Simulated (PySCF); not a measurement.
# AsPb and its ions

PBE0; basis As def2-SVP, Pb def2-SVP with ECP60; scalar-relativistic core potentials; PySCF 2.14. Neutral (UKS): doublet (π ↑), Re = 2.521 Å, ωe = 247 cm⁻¹, De = 2.34 eV, HOMO -5.55 eV, LUMO -3.83 eV.

AsPb⁺ (UKS): triplet (π ↑↑), Re = 2.699 Å, ωe = 205 cm⁻¹. The energies at the minima are -2428.18328 hartree for AsPb and -2427.91341 for AsPb⁺.

Q: Work out the adiabatic ionisation energy, without and with harmonic zero-point energies (1 hartree = 27.2114 eV, 1 eV = 8065.5 cm⁻¹), and the change of the bond length.

A: At PBE0: 0.26987 hartree = 7.344 eV between the minima; the zero-point term (205.0 − 247.0)/2 cm⁻¹ = -0.003 eV makes it 7.341 eV. Re changes by +17.8 pm against the neutral. The electron leaves a π orbital, and the longer bond of the ion fits a bonding orbital, or a change in how ionic the bond is.

Spin–orbit coupling is left out, which matters for elements this heavy, above all for dissociation energies. States were picked by a PBE0 search and need not be the measured ground states.
